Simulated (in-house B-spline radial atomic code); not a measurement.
Ionisation energies along the 64-electron series, configuration 1s2 2s2 2p6 3s2 3p6 3d10 4s2 4p6 4d10 4f5/2(6) 4f7/2(4) 5s2 5p6, as differences of self-consistent energies. Dirac energy differences include first-order Breit, QED and recoil terms. NIST's values go from ground level to ground level; the uncertainty of those that are theory runs from under 0.1 % in few-electron ions to several per cent in heavy many-electron ones. Computed with a B-spline radial code for spherical atoms: Dirac-Hartree-Fock, jj configuration that fills j = l - 1/2 first, finite nuclei.

A number in brackets counts the electrons of a j subshell.

| ion | configuration after | ionisation energy (eV) | IE/(q+1)² (eV) | -ε less Coulomb ΔSCF (eV) | Breit and QED recoil part (eV) | tabulated value (eV) | tabulated kind | computed minus tabulated (eV) |
| --- | --- | --- | --- | --- | --- | --- | --- | --- |
| Dy2+ | [Xe] 4f5/2(6) 4f7/2(3) | 19.60 | 2.1781 | 5.8267 | 0.15048 | 22.89 | semi-empirical | -3.29 |
| Ho3+ | [Xe] 4f5/2(6) 4f7/2(3) | 39.67 | 2.4793 | 5.6791 | 0.17955 | 42.52 | semi-empirical | -2.85 |
| Er4+ | [Kr] 4d10 4f5/2(6) 4f7/2(4) 5s2 5p1/2(2) 5p3/2(3) | 75.61 | 3.0245 | - | -0.059808 | - | - | - |
